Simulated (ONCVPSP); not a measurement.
Reading a pseudo-wave (zirconium)

Columns: radius, all-electron u(r) and pseudo u(r) of the 4p shell (level -30.51 eV) of zirconium in the configuration [Ar] 3d10 4s2 4p6 4d3 5s1; PBE, scalar-relativistic, ONCV scheme, ONCVPSP 4.0.1.

```
r (bohr)  all-electron  pseudo
   0.113        0.2587  0.0217
   0.225       -0.2631  0.0838
   0.338       -0.4903  0.1817
   0.450       -0.3313  0.3043
   0.563       -0.0046  0.4420
   0.675        0.3282  0.5794
   0.788        0.6018  0.7061
   0.900        0.7920  0.8090
   1.013        0.9065  0.8823
   1.125        0.9560  0.9212
   1.238        0.9570  0.9271
   1.350        0.9242  0.9040
   1.463        0.8691  0.8580
   1.575        0.8021  0.7971
   1.688        0.7287  0.7271
   1.800        0.6551  0.6547
   1.913        0.5830  0.5830
   2.025        0.5157  0.5157
   2.138        0.4530  0.4530
   2.250        0.3965  0.3965
   2.363        0.3453  0.3453
   2.475        0.3001  0.3001
   2.588        0.2599  0.2598
   2.700        0.2248  0.2247
   2.813        0.1938  0.1938
   2.925        0.1670  0.1670
```

How many radial nodes do the two functions have?

The all-electron 4p function has n − l − 1 = 2; the pseudo-wave has 0, since the states of the same l below it are removed with the core.

At about which radius was the pseudo-wave matched?

2.00 bohr. The columns agree to 0.0005 from 1.80 bohr on; several derivatives are matched, so the curves merge somewhat inside the radius.

Is the pseudo-wave norm-conserving?

Yes: the ONCV scheme keeps the norm inside the radius equal to the all-electron one, which fixes the energy derivative of the logarithmic derivative at the level.
